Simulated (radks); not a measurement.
All-electron atom: Gd LVII in [He] 2s2 2p4 (the NIST ground configuration). All-electron calculation, scalar-relativistic Kohn-Sham, BLYP, spin-polarised, spherical densities, finite nucleus; open shells are filled with parallel spins first (spin-orbit coupling, left out, can overturn this in heavy ions); Fermi nuclear charge, rms radius 5.1569 fm. Program: a radial shooting solver on a logarithmic mesh with Libxc functionals.

Normalised radial functions P(r) = r R(r), r in bohr:

```
   r/bohr * 2s down (the largest magnitude, 3.49, reaches the edge; | marks zero)
0.0008699                             |  *
  0.00108                             |   *
  0.00134                             |    *
 0.001663                             |     *
 0.002064                             |      *
 0.002562                             |       *
 0.003179                             |        *
 0.003946                             |         *
 0.004897                             |          *
 0.006078                             |            *
 0.007543                             |             *
 0.009362                             |             *
  0.01162                             |             *
  0.01442                             |            *
   0.0179                             |         *
  0.02221                             |     *
  0.02757                             |*
  0.03421                       *     |
  0.04246               *             |
   0.0527        *                    |
  0.06541   *                         |
  0.08053  *                          |
  0.09995     *                       |
    0.124          *                  |
    0.154                 *           |
   0.1911                       *     |
   0.2371                           * |
   0.2943                            *|
   0.3653                             *
   0.4533                             *
   0.5626                             *
   0.6983                             *
```

2s down: eigenvalue -12750.6 eV, 1 radial node at r = 0.0282 bohr, <r> = 0.0907 bohr, 90 % of the charge inside 0.140 bohr.
